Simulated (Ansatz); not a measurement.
`[CH3][In]([NH2])[Br]` + HBr → `[NH2][In]([Br])[Br]` + CH₄ at 298.15 K and 1 bar (ligand exchange at the In–C bond).

Gas-phase electronic energies from Ansatz, PBE0-D4/def2-TZVP geometries. CBS: MP2 limit from def2 TZ/QZ plus the TZ coupled-cluster correction, frozen cores. This one scheme is used for every species. Elements past krypton have def2 core potentials. For Br, In outer-core shells are correlated without core-valence functions, which leaves a few kJ/mol of doubt a bond. Scalar relativity is left out up to krypton. Each species was taken in one conformer, which may not be the lowest.

```csv
species,CCSD(T)/CBS energy (Eh),H − E (kJ/mol),S (J/(mol·K))
`[CH3][In]([NH2])[Br]`,-2858.97077,184.1,384.3
HBr,-2573.91920,24.6,198.6
`[NH2][In]([Br])[Br]`,-5392.48319,90.9,379.9
CH₄,-40.46206,127.4,186.2
```

H − E and S are ideal-gas, rigid-rotor, harmonic terms from PBE0-D4/def2-TZVP, for one conformer and one mirror image of each species. 1 Eh = 2625.50 kJ/mol, R = 8.31446 J/(mol·K).

**Question.** By hand: ΔE, ΔH, ΔS and ΔG.

**Answer.** ΔE = (-5392.48319) + (-40.46206) − (-2858.97077) − (-2573.91920) = -0.05528 Eh = -145.1 kJ/mol. Δ(H − E) = 90.9 + 127.4 − 184.1 − 24.6 = 9.6, so ΔH = -135.5 kJ/mol. ΔS = 379.9 + 186.2 − 384.3 − 198.6 = -16.8 J/(mol·K). ΔG = -135.5 − 298.15 × (-16.8)/1000 = -130.5 kJ/mol.

**Question.** By hand: the equilibrium constant, and the temperature at which ΔG would vanish if ΔH and ΔS stayed fixed.

**Answer.** log₁₀ K = −ΔG/(RT ln 10) = 22.9. ΔG = 0 at ΔH/ΔS = 8065 K, far beyond where these terms or the molecules hold.

ΔH outweighs TΔS. A doubt of 5 kJ/mol in ΔE shifts log₁₀ K by 0.9 here. Other conformers and mirror images would add mixing entropy, several J/(mol·K) or more a flexible species. Modes under 60 cm⁻¹, often nearly free rotors, make the harmonic entropy too high. These are equilibria of isolated gas molecules and say nothing of rates. Largest T1 diagnostic: 0.012 (customary marks: 0.02 for closed shells, 0.045 for open ones).
